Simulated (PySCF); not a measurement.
How the method moves the HOMO and LUMO of `O=C(Cl)c1cccs1`

Compound: C5H3ClOS.
Cartesian coordinates in Å at the PBE0-D3(BJ)/def2-SVP level; atoms count from 1:
```
atom  x, y, z in Å
O1     3.2987    1.3689    0.9064
C2     2.7371    0.4940    0.3292
Cl3    3.6500   -0.8898   -0.3407
C4     1.3043    0.4037    0.0824
C5     0.5674   -0.5577   -0.5808
C6    -0.8132   -0.2584   -0.6006
C7    -1.0969    0.9223    0.0479
S8     0.2957    1.6761    0.6827
H9     1.0274   -1.4378   -1.0295
H10   -1.5714   -0.8841   -1.0722
H11   -2.0738    1.3869    0.1821
```

Basis pcSseg-1 throughout (PySCF), one geometry. Isolated species at its PBE0-D3(BJ)/def2-SVP geometry (one conformer only).

Task: How do the orbital energies, the gap and the dipole change with the method?

Result: 
```csv
method,kind,HOMO (eV),LUMO (eV),gap (eV),μ (D),SCF cycles
PBE,GGA,-6.76,-3.15,3.62,4.14,18
B3LYP,global hybrid,-7.55,-2.52,5.03,4.27,15
mPW1PW91,global hybrid,-7.83,-2.41,5.42,4.32,15
CAM-B3LYP,range-separated hybrid,-8.97,-1.29,7.68,4.23,15
wB97X-D,range-separated hybrid,-9.57,-0.72,8.85,4.31,15
HF,Hartree–Fock,-9.84,1.12,10.97,4.71,14
```

The HOMO spans 3.08 eV, from PBE down to HF, and the gap runs from 3.62 eV (PBE) to 10.97 eV (HF). Over the methods PBE (0 %), B3LYP (20 %), mPW1PW91 (25 %), HF (100 %), a straight line through the gap against the share of exact exchange rises by 0.74 eV for each 10 % (correlation coefficient 1.000). The dipole ranges from 4.14 D (PBE) to 4.71 D (HF). This basis has no diffuse functions.
